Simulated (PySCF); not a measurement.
**Ionisation energy along the 16-electron series**

Calculated with PySCF 2.14 and a two-component X2C-1e Hamiltonian (Gaussian nucleus, no Breit or QED terms), each ion in its own even-tempered basis scaled to its charge; GMP2 freezes 1s2 and drops the highest virtual spinors. Values in eV. NIST values: (m) measured, (s) semi-empirical, (t) theoretical.

```csv
ion,configuration,GHF (spin-free),GMP2 (spin-free),GHF (screened spin-orbit),GMP2 (screened spin-orbit),NIST
Cs³⁹⁺,[Ne] 3s2 3p4,2874.2,2875.4,2860.4,2860.6,2859 ± 4 (t)
La⁴¹⁺,[Ne] 3s2 3p4,3152.3,3153.5,3134.3,3134.5,3133 ± 4 (t)
```

(1) Fill in the row of Ba⁴⁰⁺.

Answers

(1) configuration: [Ne] 3s2 3p4; GHF (spin-free): 3011.5; GMP2 (spin-free): 3012.8; GHF (screened spin-orbit): 2995.7; GMP2 (screened spin-orbit): 2996.0; NIST: 2994 ± 4 (t).
